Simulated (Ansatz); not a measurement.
Compare A (`O[SiH](Cl)[O][GeH3]`) with its isomer B (`[OH][GeH2][SiH](O)Cl`).

Calculated with Ansatz (gas phase, PBE0-D4/def2-TZVP geometries, no zero-point term in ΔE). CCSD(T)/CBS adds triple-zeta CCSD(T) − MP2 to the extrapolated MP2 energy (def2 sets, frozen cores). DFT in def2-TZVPP. B3LYP here is the variant with VWN-RPA as its local correlation; programs differ in this. For Ge outer-core shells are correlated without core-valence functions, which leaves a few kJ/mol of doubt a bond. Scalar relativity is left out up to krypton. Each species was taken in one conformer, which may not be the lowest.

A:

Z-matrix (Å, degrees):
```
Si
Cl 1 2.063
O 1 1.606 2 111.3
O 1 1.634 2 107.8 3 119.3
H 1 1.472 2 107.1 3 -119.0
Ge 3 1.788 1 133.2 2 71.8
H 4 0.958 1 118.1 2 31.8
H 6 1.532 3 105.2 1 -145.2
H 6 1.533 3 107.1 1 95.6
H 6 1.535 3 108.6 1 -25.3
```

B:

```xyz
10

O     0.702    1.446   -0.722
Ge   -0.391    0.064   -1.121
Si   -0.298   -0.864    1.076
O     0.388    0.336    1.946
Cl    0.867   -2.561    1.035
H     0.965    1.983   -1.471
H     0.241   -0.764   -2.257
H    -1.747    0.624   -1.601
H    -1.573   -1.256    1.711
H     0.846    0.991    1.404
```

(1) Which isomer does CCSD(T)/CBS put lower? Give the gap. (An estimate is asked.)

(2) Give E(B) − E(A) in kcal/mol with B3LYP, MP2/def2-TZVPP, PBE-D4, r2SCAN-D4, PBE0-D4, HF/def2-TZVPP, ωB97M-V. (Best estimate.)

Largest T1 diagnostic: 0.012.

Results:

(1) Computed: A, by 30.3 kcal/mol.

(2) Computed: B3LYP 29.4, MP2/def2-TZVPP 31.8, PBE-D4 24.1, r2SCAN-D4 29.2, PBE0-D4 26.9, HF/def2-TZVPP 37.8, ωB97M-V 30.4. None reverses the order clearly.

In def2-TZVPP, CCSD(T) changes the Hartree–Fock value by −6.7 kcal/mol (the triples alone add −0.9 kcal/mol) and MP2 by −5.9 kcal/mol. From PBE to PBE0 (25 % exact exchange), in def2-TZVPP and without D4, E(B) − E(A) moves by +2.8 kcal/mol.
